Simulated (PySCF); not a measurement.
## Potential energy of GeH⁺ along the bond

Set-up: PySCF, no relativity, basis sets Ge pcseg-1, H pcseg-1. Energies in eV from Ge⁺ + H in their ground configurations at the same level. All curves are PBE0. state 1: ¹Σ⁺ (singlet), closed shell; state 2: ³Π (triplet), unpaired electrons σ ↑, π ↑, a second solution, started from another occupation.

```json
{"R (Å)": "1.368", "state 1": "-2.462", "state 2": "-0.2408"}
{"R (Å)": "1.432", "state 1": "-2.736", "state 2": "-0.4923"}
{"R (Å)": "1.496", "state 1": "-2.894", "state 2": "-0.6465"}
{"R (Å)": "1.543", "state 1": "-2.953", "state 2": "-0.7147"}
{"R (Å)": "1.591", "state 1": "-2.971", "state 2": "-0.7525"}
{"R (Å)": "1.639", "state 1": "-2.954", "state 2": "-0.7674"}
{"R (Å)": "1.702", "state 1": "-2.890", "state 2": "-0.7624"}
{"R (Å)": "1.782", "state 1": "-2.759", "state 2": "-0.7316"}
{"R (Å)": "1.877", "state 1": "-2.549", "state 2": "-0.6777"}
{"R (Å)": "2.005", "state 1": "-2.214", "state 2": "-0.6002"}
```

Question: Put a parabola through the three lowest points of the state 1 curve and estimate Re, k and ωe (reduced mass 0.9943 u; 1 eV/Å² = 0.16022 mdyn/Å; ωe = 1302.8·√(k/μ) cm⁻¹).

Answer: Through R = 1.543, 1.591, 1.639 Å the second-order coefficient is 7.60 eV/Å², so Re ≈ 1.592 Å, k ≈ 2.43 mdyn/Å and ωe ≈ 2038 cm⁻¹. A polynomial fit of higher order to the unrounded PBE0 energies gives Re = 1.590 Å, k = 2.39 mdyn/Å, ωe = 2018 cm⁻¹; anharmonicity and rounding make the difference.

The higher-order fit for each curve: state 1: Re = 1.590 Å, ωe = 2018 cm⁻¹, De = 2.97 eV; state 2: Re = 1.656 Å, ωe = 1320 cm⁻¹, minimum 0.77 eV below the ground-state fragments.

For an ion De counts to the pair picked by the measured ionisation energies or electron affinities, which need not be the lowest pair at this level.
